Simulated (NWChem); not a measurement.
The numbers come from NWChem runs, not from measurements. System: boron monoxide dimer (B₂O₂), charge 0, spin multiplicity 1, at a geometry optimised with PBE0/def2-SVP. Level: constrained PBE/def2-SVP.

The NWChem input:

```
start mol
memory heap 200 mb stack 900 mb global 1100 mb
geometry units angstroms nocenter noautoz noautosym
  O      0.000000     0.000000    -2.025437
  B      0.000000     0.000000    -0.826223
  B      0.000000     0.000000     0.826223
  O      0.000000     0.000000     2.025437
end
basis spherical
  * library def2-svp
end
dft
  xc xpbe96 cpbe96
  semidirect memsize 60000000 filesize 0
  iterations 100
  convergence nolevelshifting
  cdft 4 4 charge -0.6 pop lowdin
end
task dft energy
```

Output (cleaned and shortened):

```
             Northwest Computational Chemistry Package (NWChem) 7.3.0
             --------------------------------------------------------

                                NWChem Input Module
                                -------------------

 Scaling coordinates for geometry "geometry" by  1.889725989
 (inverse scale =  0.529177249)

                             Geometry "geometry" -> ""
                             -------------------------

 Output coordinates in angstroms (scale by  1.889725989 to convert to a.u.)

  No.       Tag          Charge          X              Y              Z
 ---- ---------------- ---------- -------------- -------------- --------------
    1 O                    8.0000     0.00000000     0.00000000    -2.02543700
    2 B                    5.0000     0.00000000     0.00000000    -0.82622300
    3 B                    5.0000     0.00000000     0.00000000     0.82622300
    4 O                    8.0000     0.00000000     0.00000000     2.02543700

 Effective nuclear repulsion energy (a.u.)      66.5135290029

            Nuclear Dipole moment (a.u.)
            ----------------------------
        X                 Y               Z
 ---------------- ---------------- ----------------
     0.0000000000     0.0000000000     0.0000000000


 Summary of "ao basis" -> "" (spherical)
 ------------------------------------------------------------------------------
       Tag                 Description            Shells   Functions and Types
 ---------------- ------------------------------  ------  ---------------------
 *                          def2-svp                  on all atoms

  pbe96 is a nonlocal functional; adding pw91lda local functional.

                                 NWChem DFT Module
                                 -----------------

 Summary of "ao basis" -> "ao basis" (spherical)
 ------------------------------------------------------------------------------
       Tag                 Description            Shells   Functions and Types
 ---------------- ------------------------------  ------  ---------------------
 O                          def2-svp                 6       14   3s2p1d
 B                          def2-svp                 6       14   3s2p1d

 Summary of "ao basis" -> "ao basis" (spherical)
 ------------------------------------------------------------------------------
       Tag                 Description            Shells   Functions and Types
 ---------------- ------------------------------  ------  ---------------------
 O                          def2-svp                 6       14   3s2p1d
 B                          def2-svp                 6       14   3s2p1d

            General Information
            -------------------
          SCF calculation type: DFT
          Wavefunction type:  closed shell.
          No. of atoms     :     4
          No. of electrons :    26
           Alpha electrons :    13
            Beta electrons :    13
          Charge           :     0
          Spin multiplicity:     1
          Use of symmetry is: off; symmetry adaption is: off
          Maximum number of iterations: 100
          AO basis - number of functions:    56
                     number of shells:    24
          Convergence on energy requested:  1.00D-06
          Convergence on density requested:  1.00D-05
          Convergence on gradient requested:  5.00D-04

              XC Information
              --------------
          PerdewBurkeErnzerhof Exchange Functional  1.000
            Perdew 1991 LDA Correlation Functional  1.000 local
           PerdewBurkeErnz. Correlation Functional  1.000 non-local

             Grid Information
             ----------------
          Grid used for XC integration:  medium
          Radial quadrature: Mura-Knowles
          Angular quadrature: Lebedev.
          Tag              B.-S. Rad. Rad. Pts. Rad. Cut. Ang. Pts.
          ---              ---------- --------- --------- ---------
          O                   0.60       49          10.0       434
          B                   0.85       49           8.0       434
          Grid pruning is: on
          Number of quadrature shells:   196
          Spatial weights used:  Erf1

          Convergence Information
          -----------------------
          Convergence aids based upon iterative change in
          total energy or number of iterations.
          Levelshifting, if invoked, occurs when the
          HOMO/LUMO gap drops below (HL_TOL):  1.00D-02
          DIIS, if invoked, will attempt to extrapolate
          using up to (NFOCK): 10 stored Fock matrices.

                    Damping( 0%)  Levelshifting(0.0)       DIIS
                  --------------- ------------------- ---------------
          dE  on:    start             N/A                start
          dE off:    2 iters           N/A              100 iters

      Screening Tolerance Information
      -------------------------------
          Density screening/tol_rho:  1.00D-10
          AO Gaussian exp screening on grid/accAOfunc:  14
          CD Gaussian exp screening on grid/accCDfunc:  20
          XC Gaussian exp screening on grid/accXCfunc:  20
          Schwarz screening/accCoul:  1.00D-08

      Superposition of Atomic Density Guess
      -------------------------------------

 Sum of atomic energies:        -198.39029708

      Non-variational initial energy
      ------------------------------

 Total energy =    -199.394571
 1-e energy   =    -401.749947
 2-e energy   =     135.841847
 HOMO         =      -0.543493
 LUMO         =      -0.038261

------------------------------------------------------------
EAF file 0: "./mol.aoints.0" size=524288 bytes
------------------------------------------------------------
               write      read    awrite     aread      wait
               -----      ----    ------     -----      ----
     calls:        1         0         0         0         0
   data(b): 5.24e+05  0.00e+00  0.00e+00  0.00e+00
   time(s): 0.00e+00  0.00e+00  0.00e+00  0.00e+00  0.00e+00
rate(mb/s): 0.00e+00  0.00e+00
------------------------------------------------------------

   convergence    iter        energy       DeltaE   RMS-Dens  Diis-err    time
 ---------------- ----- ----------------- --------- --------- ---------  ------
 d= 0,ls=0.0,diis     1   -199.5723804547 -2.66D+02  8.57D-02  1.92D+00     0.4
 CDFT multipliers:
      1       -0.4224453299
      iter =    8
 d= 0,ls=0.0,diis     2   -197.2225953090  2.35D+00  7.39D-02  1.68D+01     0.5
 CDFT multipliers:
      1       -0.4071220431
      iter =    8
 d= 0,ls=0.0,diis     3   -199.6761829860 -2.45D+00  1.05D-02  5.57D-01     0.7
 CDFT multipliers:
      1       -0.3471404693
      iter =    6
 d= 0,ls=0.0,diis     4   -199.7324248540 -5.62D-02  3.09D-03  3.26D-02     0.8
 CDFT multipliers:
      1       -0.3777070804
      iter =    5
 d= 0,ls=0.0,diis     5   -199.7348847051 -2.46D-03  9.86D-04  3.56D-03     0.9
 CDFT multipliers:
      1       -0.3723630798
      iter =    5
  Resetting Diis
 d= 0,ls=0.0,diis     6   -199.7351728798 -2.88D-04  2.28D-04  1.30D-04     1.0
 CDFT multipliers:
      1       -0.3717190378
      iter =    2
 d= 0,ls=0.0,diis     7   -199.7351915321 -1.87D-05  8.95D-05  3.47D-06     1.1
 CDFT multipliers:
      1        0.0000374029
      iter =    2
 d= 0,ls=0.0,diis     8   -199.7351900568  1.48D-06  4.14D-08  6.33D-01     1.2
 CDFT multipliers:
      1       -0.3716816195
      iter =    2
 d= 0,ls=0.0,diis     9   -199.7351900607 -3.86D-09  5.65D-05  1.72D-05     1.3
 CDFT multipliers:
      1       -0.3716609620
      iter =    2
 d= 0,ls=0.0,diis    10   -199.7351918364 -1.78D-06  2.02D-05  2.55D-06     1.4
 CDFT multipliers:
      1       -0.3716468245
      iter =    2
 d= 0,ls=0.0,diis    11   -199.7351920936 -2.57D-07  2.65D-06  5.65D-08     1.6
  CDFT final multipliers
      1       -0.3716703443

         Total DFT energy =     -199.735192099408
      One electron energy =     -404.741012158452
           Coulomb energy =      163.617465759054
    Exchange-Corr. energy =      -25.125174702922
 Nuclear repulsion energy =       66.513529002913

 Numeric. integr. density =       26.000001152187

     Total iterative time =      1.5s

                       DFT Final Molecular Orbital Analysis
                       ------------------------------------

 Vector   11  Occ=2.000000D+00  E=-4.312308D-01
              MO Center=  6.2D-11, -1.6D-10, -2.0D+00, r^2= 8.1D-01
   Bfn.  Coefficient  Atom+Function         Bfn.  Coefficient  Atom+Function
  ----- ------------  ---------------      ----- ------------  ---------------
     6      0.574540  1 O  pz                20      0.334314  2 B  pz
     3     -0.331435  1 O  s                 16      0.248699  2 B  s
     9      0.235301  1 O  pz                31     -0.232749  3 B  s
     2     -0.225874  1 O  s                 17      0.176907  2 B  s
    23      0.174070  2 B  pz                37      0.128867  3 B  pz

 Vector   12  Occ=2.000000D+00  E=-3.969955D-01
              MO Center= -9.4D-11, -6.3D-11, -1.7D+00, r^2= 1.0D+00
   Bfn.  Coefficient  Atom+Function         Bfn.  Coefficient  Atom+Function
  ----- ------------  ---------------      ----- ------------  ---------------
     4      0.466472  1 O  px                 5      0.302948  1 O  py
    18     -0.275686  2 B  px                 7      0.271238  1 O  px
    19     -0.179043  2 B  py                 8      0.176155  1 O  py
    21      0.112018  2 B  px                22      0.072750  2 B  py
    46     -0.045893  4 O  px                32     -0.039484  3 B  px

 Vector   13  Occ=2.000000D+00  E=-3.969955D-01
              MO Center= -1.3D-10,  2.2D-10, -1.7D+00, r^2= 1.0D+00
   Bfn.  Coefficient  Atom+Function         Bfn.  Coefficient  Atom+Function
  ----- ------------  ---------------      ----- ------------  ---------------
     5      0.466472  1 O  py                 4     -0.302948  1 O  px
    19     -0.275686  2 B  py                 8      0.271238  1 O  py
    18      0.179043  2 B  px                 7     -0.176155  1 O  px
    22      0.112018  2 B  py                21     -0.072750  2 B  px
    47     -0.045893  4 O  py                33     -0.039484  3 B  py

 Vector   14  Occ=0.000000D+00  E=-1.763539D-01
              MO Center= -2.5D-10, -2.1D-10, -2.1D-02, r^2= 2.6D+00
   Bfn.  Coefficient  Atom+Function         Bfn.  Coefficient  Atom+Function
  ----- ------------  ---------------      ----- ------------  ---------------
    32      0.365305  3 B  px                33      0.309610  3 B  py
    18      0.261138  2 B  px                 4      0.224353  1 O  px
    19      0.221325  2 B  py                35     -0.210963  3 B  px
     7      0.199672  1 O  px                 5      0.190149  1 O  py
    49      0.184637  4 O  px                36     -0.178800  3 B  py

 Vector   15  Occ=0.000000D+00  E=-1.763539D-01
              MO Center=  1.8D-10, -1.9D-10, -2.1D-02, r^2= 2.6D+00
   Bfn.  Coefficient  Atom+Function         Bfn.  Coefficient  Atom+Function
  ----- ------------  ---------------      ----- ------------  ---------------
    33      0.365305  3 B  py                32     -0.309610  3 B  px
    19      0.261138  2 B  py                 5      0.224353  1 O  py
    18     -0.221325  2 B  px                36     -0.210963  3 B  py
     8      0.199672  1 O  py                 4     -0.190149  1 O  px
    50      0.184637  4 O  py                35      0.178800  3 B  px

 Vector   16  Occ=0.000000D+00  E=-2.726407D-02
              MO Center= -4.2D-11,  1.1D-09, -3.0D-01, r^2= 3.1D+00
   Bfn.  Coefficient  Atom+Function         Bfn.  Coefficient  Atom+Function
  ----- ------------  ---------------      ----- ------------  ---------------
    17      2.101144  2 B  s                 31     -1.672928  3 B  s
    37      0.582815  3 B  pz                23      0.423466  2 B  pz
    30     -0.352931  3 B  s                 34     -0.309160  3 B  pz
     3     -0.294762  1 O  s                 16      0.244447  2 B  s
    20     -0.204279  2 B  pz                48     -0.203832  4 O  pz

     ---------------------------------------------
      Total Density - Mulliken Population Analysis
     ---------------------------------------------

    Atom       Charge   Shell Charges
 -----------   ------   -------------------------------------------------------
    1 O    8     7.89   1.99  1.14  0.54  2.79  1.42  0.01
    2 B    5     4.98   1.98  0.86  0.03  1.61  0.42  0.08
    3 B    5     3.89   1.99  0.71  0.05  1.16 -0.01 -0.01
    4 O    8     9.24   1.99  1.09  1.02  2.95  2.17  0.02

     -------------------------------------------
      Total Density - Lowdin Population Analysis
     -------------------------------------------

    Atom       Charge   Shell Charges
 -----------   ------   -------------------------------------------------------
    1 O    8     7.87   1.98  0.90  0.62  2.62  1.74  0.02
    2 B    5     5.04   1.96  0.56  0.26  1.43  0.62  0.21
    3 B    5     4.49   1.96  0.56  0.24  1.10  0.40  0.21
    4 O    8     8.60   1.98  0.93  0.69  2.82  2.17  0.02

 center of mass
 --------------
 x =   0.00000000 y =   0.00000000 z =   0.00000000

 moments of inertia (a.u.)
 ------------------
         522.324462642274           0.000000000000           0.000000000000
           0.000000000000         522.324462642274           0.000000000000
           0.000000000000           0.000000000000           0.000000000000

     Multipole analysis of the density
     ---------------------------------

     L   x y z        total         alpha         beta         nuclear
     -   - - -        -----         -----         ----         -------
     0   0 0 0     -0.000000    -13.000000    -13.000000     26.000000

     1   1 0 0     -0.000000     -0.000000     -0.000000      0.000000
     1   0 1 0      0.000000      0.000000      0.000000      0.000000
     1   0 0 1     -1.560766     -0.780383     -0.780383      0.000000

     2   2 0 0    -14.127235     -7.063618     -7.063618      0.000000
     2   1 1 0     -0.000000     -0.000000     -0.000000      0.000000
     2   1 0 1      0.000000      0.000000      0.000000      0.000000
     2   0 2 0    -14.127235     -7.063618     -7.063618      0.000000
     2   0 1 1     -0.000000     -0.000000     -0.000000      0.000000
     2   0 0 2    -29.436987   -144.106662   -144.106662    258.776337

 Task  times  cpu:        1.7s     wall:        1.7s

 Total times  cpu:        1.7s     wall:        1.7s
```
